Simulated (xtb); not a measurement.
GaCl₂I, SMILES [Cl][Ga]([Cl])[I]. All values are semi-empirical tight-binding results from xtb (GFN2-xTB unless named), good for trends rather than for accurate numbers. Geometry optimised at GFN2-xTB.

For metal compounds this method's bond lengths and energies can be far off.

* **point group as xtb finds it**: C2v
* **orbital gap**: 3.87 eV
* **zero-point energy**: 1.9 kcal/mol
* **G − E(el) at 298.15 K (modified RRHO)**: -19.0 kcal/mol
